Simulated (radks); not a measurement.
Question: Species: Mo1.5+. Configuration: [Ar] 3d10 4s2 4p(up 3, down 2.5) 4d5 (fractional occupations, a model configuration). Calculated with a radial shooting solver on a logarithmic mesh with Libxc functionals: scalar-relativistic Kohn-Sham, PBEsol, spin-polarised, spherical densities, point nucleus; open shells are filled with parallel spins first (spin-orbit coupling, left out, can overturn this in heavy ions). Some entries of the table are withheld. Estimate them.

| orbital | occ. | eigenvalue (eV) | <1/r> (bohr^-1) | <r^2> (bohr^2) |
|---|---|---|---|---|
| 1s up | 1 | -19823.99 | 43.53 | 0.001670 |
| 1s down | 1 | -19823.91 | 43.53 | 0.001670 |
| 2s up | 1 | -2811.558 | 9.800 | 0.02788 |
| 2s down | 1 | -2810.951 | 9.800 | 0.02787 |
| 2p up | 3 | -2515.412 | 9.530 | 0.02194 |
| 2p down | 3 | -2514.914 | 9.531 | 0.02193 |
| 3s up | 1 | -489.3724 | 3.364 | 0.2111 |
| 3s down | 1 | -488.9552 | 3.363 | 0.2109 |
| 3p up | 3 | -392.3713 | 3.200 | 0.2161 |
| 3p down | 3 | -391.9038 | 3.200 | 0.2159 |
| 3d up | 5 | -234.4492 | 2.968 | 0.2077 |
| 3d down | 5 | -233.7973 | 2.969 | 0.2072 |
| 4s up | 1 | (1) | (2) | 1.389 |
| 4s down | 1 | (3) | (4) | 1.370 |
| 4p up | 3 | -52.7062 | 1.090 | 1.740 |
| 4p down | 2.5 | -48.8986 | 1.101 | 1.720 |
| 4d up | 5 | -17.1199 | 0.7593 | 3.663 |
| 4d down | 0 | -13.1940 | 0.7464 | 3.956 |

Answer: 
(1) 4s up eigenvalue (eV): -78.5743
(2) 4s up <1/r> (bohr^-1): 1.231
(3) 4s down eigenvalue (eV): -75.0422
(4) 4s down <1/r> (bohr^-1): 1.243
